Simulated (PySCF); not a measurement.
Distorted geometries of [La(NH3)]3+

[La(NH3)]3+ (singlet). PySCF 2.14.0, RKS PBE0, La lcecp-1-SVP with ECP46, N def2-SVP, H def2-SVP; non-relativistic Hamiltonian with scalar-relativistic core potentials where named; density fitting; no spin-orbit coupling. Relaxed geometry:

```xyz
5

La    0.0000    0.0000   -0.2150
N     0.0000    0.0000    2.2628
H     0.9394    0.0000    2.7191
H    -0.4697    0.8135    2.7191
H    -0.4697   -0.8135    2.7191
```

Task: Order these distorted geometries by energy above the relaxed one, lowest first.
A.
```xyz
5

La    0.0371    0.0008   -0.3263
N    -0.0131    0.0153    2.3390
H     0.8478   -0.0074    2.6844
H    -0.5533    0.8661    2.7504
H    -0.3186   -0.8747    2.7575
```
B.
```xyz
5

La    0.0364   -0.0568   -0.1771
N    -0.0334    0.2658    2.3826
H     0.8024   -0.0432    2.4674
H    -0.3275    0.5636    2.5139
H    -0.4779   -0.7294    3.0183
```
C.
```xyz
5

La   -0.0170   -0.0545   -0.2202
N     0.0549    0.0320    2.2416
H     0.9186    0.0084    2.7062
H    -0.4553    0.8245    2.7985
H    -0.5011   -0.8105    2.6789
```

Result: C (0.22 eV), A (0.59 eV), B (39.69 eV).

Task: Which forces (eV/Å) act in the one that lies 0.22 eV up?

Result: 
```
La   0.07  0.12 -0.01
N   -4.66 -0.24  0.41
H    2.68 -0.21  1.28
H    0.78 -0.84 -1.06
H    1.13  1.16 -0.62
```
Forces carry noise of the integration grid, about 0.01 to 0.03 eV/Å.
